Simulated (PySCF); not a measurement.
Electron correlation in V²⁺ (vanadium, charge +2)

[Ar] 3d3, high-spin 4F determinant. Computed with PySCF 2.14 in x2c-TZVPPall (6s5p4d2f1g, 64 functions), with scalar relativity by spin-free X2C-1e. Frozen: [Ar]; 3 electrons correlated.

```
  level  correlation energy (mhartree)
   CCSD                         -20.83
    (T)                          -0.09
CCSD(T)                         -20.92
```

Diagnostics: T1 = 0.0034, D1 = 0.0048, largest double amplitude 0.019.

Cost of the coupled-cluster step: of the order of 1.8 core-seconds, for 3 correlated electrons.

Iterations:

```
CC2 = 0
CCSD nocc = (np.int64(3), np.int64(0)), nmo = (55, 55)
frozen orbitals [[0, 1, 2, 3, 4, 5, 6, 7, 8], [0, 1, 2, 3, 4, 5, 6, 7, 8]]
max_cycle = 100
direct = 0
conv_tol = 1e-08
conv_tol_normt = 1e-06
diis_space = 8
diis_start_cycle = 0
Init t2, MP2 energy = -0.0174493682320299
Init E_corr(UCCSD) = -0.0174493682322354
cycle = 1  E_corr(UCCSD) = -0.0201599417032132  dE = -0.00271057347  norm(t1,t2) = 0.0122024
cycle = 2  E_corr(UCCSD) = -0.0206576105058222  dE = -0.000497668803  norm(t1,t2) = 0.0040037
cycle = 3  E_corr(UCCSD) = -0.0208458751340725  dE = -0.000188264628  norm(t1,t2) = 0.00176541
cycle = 4  E_corr(UCCSD) = -0.0208277448976403  dE = 1.81302364e-05  norm(t1,t2) = 0.000466695
cycle = 5  E_corr(UCCSD) = -0.0208338194439341  dE = -6.07454629e-06  norm(t1,t2) = 9.59316e-05
cycle = 6  E_corr(UCCSD) = -0.0208337404864774  dE = 7.89574566e-08  norm(t1,t2) = 1.08394e-05
cycle = 7  E_corr(UCCSD) = -0.0208337235877543  dE = 1.68987231e-08  norm(t1,t2) = 2.34707e-06
cycle = 8  E_corr(UCCSD) = -0.0208337192837781  dE = 4.30397623e-09  norm(t1,t2) = 3.65707e-07
UCCSD converged
E(UCCSD) = -947.443778740562  E_corr = -0.02083371928377811
UCCSD(T) correction = -8.81714864823359e-05
```
